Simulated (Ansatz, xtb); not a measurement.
**Isomers of C4H5ClN2O in order of energy**

7 gas-phase structures of C4H5ClN2O, from a drawn sample of its isomers (lower ones may exist). Each was relaxed with GFN2-xTB; where two conformers were screened, the lower at r2SCAN-D4/def2-SVP//GFN2-xTB is listed:

A. `CNc1oncc1Cl`, a singlet
B. `OCn1cnc(Cl)c1`, a singlet
C. `ClCCc1ncno1`, a singlet
D. `COc1cn[nH]c1Cl`, a singlet
E. `OCn1cc(Cl)cn1`, a singlet
F. `COc1cc(Cl)n[nH]1`, a singlet
G. `COc1c[nH]c(Cl)n1`, a singlet

Question: Estimate their order in r2SCAN-D4/def2-SVP//GFN2-xTB energy at these geometries, lowest first.

Answer: Calculated order at r2SCAN-D4/def2-SVP//GFN2-xTB: B (0.0), G (1.4), E (40.8), F (51.8), C (67.1), D (81.6), A (119.4) kJ/mol. Less than 1 kcal/mol parts B and G, so the order within that pair means little.

Energies above the lowest of each column, in kJ/mol; the last columns are at r2SCAN-D4/def2-SVP geometries and were run for some of them only (a dash: not run or not comparable):

```tsv
structure	GFN2-xTB	HF/STO-3G	r2SCAN-D4/def2-SVP//GFN2-xTB	r2SCAN-D4/def2-SVP	CCSD(T)/def2-SVP + ΔMP2/def2-TZVPP
B	8.7	59.1	0.0	0.0	0.0
G	0.0	43.9	1.4	4.0	24.1
E	51.4	84.1	40.8	41.9	41.7
F	52.5	63.1	51.8	54.2	–
C	104.0	0.0	67.1	67.5	–
D	74.9	95.3	81.6	84.2	–
A	119.5	84.0	119.4	–	–
```

CCSD(T)/def2-SVP + ΔMP2/def2-TZVPP puts B lowest of those it was run on; GFN2-xTB picks G, HF/STO-3G picks C. Flexible structures stand in one conformer each, not always the lowest. Frequencies (GFN2-xTB) were run for B, E, G alone. ΔMP2 is the change of the MP2 energy from the smaller to the larger basis.

Over these structures GFN2-xTB departs from r2SCAN-D4/def2-SVP//GFN2-xTB by 10.1 kJ/mol on average once a common shift is removed. A GFN2-xTB relaxation took about 0.11 s and the r2SCAN-D4/def2-SVP//GFN2-xTB energy about 1.9 s on a shared host (Ansatz 0.2.0, xtb 6.7.1).
